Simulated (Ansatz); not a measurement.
C₃H₆OSi (`[SiH3]OC1=CC1`), charge 0, multiplicity 1.

Q: Give a relaxed structure at PBE0-D4/def2-TZVP (Ansatz 0.2.0). (An estimate is asked.)

A: Ansatz gave: 
Z-matrix (Å, degrees):
```
Si
O 1 1.672
H 1 1.478 2 104.4
H 1 1.483 2 110.2 3 119.3
H 1 1.483 2 110.2 3 -119.3
C 2 1.324 1 121.2 3 -180.0
C 6 1.481 2 144.1 1 0.0
C 6 1.285 2 149.2 1 -180.0
H 7 1.093 6 120.2 2 -75.1
H 7 1.093 6 120.2 2 75.1
H 8 1.074 6 153.2 2 -0.0
```
Point group Cs.
This is one stationary point; other conformers may exist.
